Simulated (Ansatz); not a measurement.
Ansatz (a program for electronic structure) input (CCSD(T)/def2-SVPD):

Ansatz 0.2 input:
```yaml
crystal:
  periodic: [false, false, false]
  atoms:
    - {symbol: Cl, position_ang: [-0.02376922, 0.09891280, 2.41492263]}
    - {symbol: Ge, position_ang: [-0.00268822, 0.01118671, 0.27311966]}
    - {symbol: Br, position_ang: [2.05015803, -0.74987150, -0.42417250]}
    - {symbol: Br, position_ang: [-1.65187721, -1.42450313, -0.43297808]}
    - {symbol: Br, position_ang: [-0.38427796, 2.11610342, -0.56552124]}
basis:
  gaussian:
    orbitals: def2-SVPD
total_charge: -1
magnetization: {spin_polarized: true, initial_magnetization: 1}
correlation: {method: ccsd_t, electrons: outside_noble_gas}
```

Output:

```
Functional definition: HF
integrals: 1.30 GiB planned
1781 factors; integrals over basis functions are off by at most 4.1e-4 eV
1.30 GiB of device memory are held for the factors and their scratch space
mean field: 2.67 GiB planned
mean field evaluation 1: about -278940.6391 eV, gradient 1.9e1 eV
mean field evaluation 2: about -278940.6417 eV, gradient 1.9e1 eV
mean field evaluation 4: about -278943.0142 eV, gradient 1.6e0 eV
mean field evaluation 8: about -278943.0576 eV, gradient 1.5e-2 eV
mean field evaluation 16: about -278943.0121 eV, gradient 1.6e0 eV
mean field evaluation 32: about -278941.1019 eV, gradient 2.0e0 eV
mean field evaluation 64: about -278940.8633 eV, gradient 5.6e-2 eV
mean field evaluation 96: about -278940.2375 eV, gradient 1.0e0 eV
mean field -278943.05763817 eV, -10250.9682938073 hartree, gradient 2.7e-6 eV, S^2 0.763327; 4 other end points of the search recorded, 0 dependent functions left out
determinant -278943.05763817 eV, -10250.9682938073 hartree, with singles and doubles -278961.26374281 eV, -10251.6373558124 hartree
determinant -278940.86697036 eV, -10250.8877882502 hartree, with singles and doubles -278959.03935603 eV, -10251.5556111058 hartree
determinant -278940.86327842 eV, -10250.8876525740 hartree, with singles and doubles -278959.04388297 eV, -10251.5557774680 hartree
61 core orbitals not correlated
reference -278943.05763817 eV, -10250.9682938073 hartree; 17, 16 occupied and 110, 111 virtual orbitals, 1781 factors
second order -17.17882763 eV of doubles, -0.00000000 eV of singles
coupled cluster: 4.49 GiB planned
cycle   1  -18.18575577 eV  change   -3.9e-1 eV  update   2.8e-2
cycle   2  -18.21042208 eV  change   -2.5e-2 eV  update   6.7e-3
cycle   3  -18.21311846 eV  change   -2.7e-3 eV  update   3.6e-3
cycle   4  -18.21357800 eV  change   -4.6e-4 eV  update   1.2e-3
cycle   5  -18.21362691 eV  change   -4.9e-5 eV  update   7.4e-4
cycle   6  -18.21380384 eV  change   -1.8e-4 eV  update   3.7e-4
cycle   7  -18.21386189 eV  change   -5.8e-5 eV  update   1.5e-4
cycle   8  -18.21385733 eV  change    4.6e-6 eV  update   5.2e-5
cycle   9  -18.21386497 eV  change   -7.6e-6 eV  update   2.7e-5
perturbative correction -0.63976409 eV, -0.0235108968 hartree
Total energy: -278961.91126723 eV, -10251.6611518958 hartree
```

This state (charge -1, doublet) is run at the relaxed geometry of the species with charge 0 and multiplicity 1.
